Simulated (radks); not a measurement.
Results of a calculation; reference values are marked as such.
Question: Species: Hg5+. Configuration: [Xe] 4f14 5d7. Code: a radial shooting solver on a logarithmic mesh with Libxc functionals. Model: non-relativistic Kohn-Sham, PBEsol, spin-polarised, spherical densities, point nucleus; open shells are filled with parallel spins first (spin-orbit coupling, left out, can overturn this in heavy ions); relativity is left out, which matters for an element this heavy. Some entries of the table are withheld. Estimate them.

orbital,occ.,eigenvalue (eV),<1/r> (bohr^-1)
1s up,1,-75065.58,79.43
1s down,1,-75065.58,79.43
2s up,1,-12624.37,18.71
2s down,1,-12624.04,18.71
2p up,3,-12147.46,18.75
2p down,3,-12147.20,18.75
3s up,1,-3024.225,7.256
3s down,1,-3024.073,7.257
3p up,3,-2798.502,7.213
3p down,3,-2798.350,7.213
3d up,5,-2377.005,7.147
3d down,5,-2376.773,7.147
4s up,1,-700.6895,3.181
4s down,1,-700.4210,3.181
4p up,3,-602.7704,3.095
4p down,3,-602.4825,3.095
4d up,5,-422.4093,2.915
4d down,5,-422.0624,2.916
4f up,7,-179.6866,(1)
4f down,7,-179.2468,(2)
5s up,1,-160.0388,(3)
5s down,1,-157.8598,(4)
5p up,3,-127.7858,1.244
5p down,3,-125.4851,1.249
5d up,5,-75.3974,1.009
5d down,2,-72.9923,1.008

Answer: 
(1) 4f up <1/r> (bohr^-1): 2.582
(2) 4f down <1/r> (bohr^-1): 2.585
(3) 5s up <1/r> (bohr^-1): 1.346
(4) 5s down <1/r> (bohr^-1): 1.351
